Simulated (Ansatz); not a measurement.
`[SiH3][In]([Cl])[Cl]` at its PBE0-D4/def2-TZVP geometry, where that method's forces vanish. Total charge 0; spin multiplicity 1. In takes the def2 core potential.

```xyz
7

Si   -0.3161   -0.2800   -1.1989
In    0.3117    0.2682    1.2144
Cl    2.2123    1.4592    1.8352
Cl   -0.9230   -0.3290    3.0935
H    -0.7302    0.9824   -1.8610
H    -1.4311   -1.2570   -1.2055
H     0.8764   -0.8439   -1.8777
```

(1) What forces (eV/Å) does ωB97M-V/def2-TZVPP give on these atoms in Ansatz 0.2.0? (Best estimate.)

Answers

(1) Ansatz gave: 
```
Si1 -0.011 -0.004 -0.055
In2 -0.026 -0.021 -0.092
Cl3 -0.025 -0.015 -0.002
Cl4  0.020  0.010 -0.019
H5   0.052 -0.162  0.084
H6   0.140  0.123  0.000
H7  -0.150  0.070  0.084
```
